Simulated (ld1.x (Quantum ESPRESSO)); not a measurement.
## Transferability test, TM potential for thallium

* Element: thallium
* Generator: ld1.x (Quantum ESPRESSO) 7.5
* Type: norm-conserving Troullier–Martins (Kleinman–Bylander form)
* Functional: PBEsol
* Relativity: scalar-relativistic
* Frozen core: [Xe] 4f14 5d10
* Valence charge: 3
* Reference configuration: 6s1.75 6p1.25
* Partial waves: 6p (bound): rc 3.10 bohr; 6s (bound): rc 1.95 bohr
* Local potential: the s channel
* Core correction: Bessel-smoothed model core, default radius (core density twice the valence density)

Energies are relative to the spin-unpolarised reference configuration 6s1.75 6p1.25; without spin polarisation the order of configurations can differ from experiment.

| valence configuration | charge | ΔE all-electron (eV) | error AE − PS (meV) |
| --- | --- | --- | --- |
| 6s2 6p1 | 0 | -1.822 | -2.4 |
| 6s2 6p0 | +1 | 3.325 | -20 |
| 6s1 6p0 | +2 | 24.168 | -354 |
| 6s2 6p0.5 | +0.5 | 0.024 | -2.4 |
| 6s1 6p2 | 0 | 5.627 | -27 |
| 6s1 6p1 | +1 | 11.690 | -95 |

Problem. What are ΔE and the potential's error for 6s0 6p3?

Solution. ΔE = 13.470 eV all-electron; the error (AE − PS) is -136 meV.
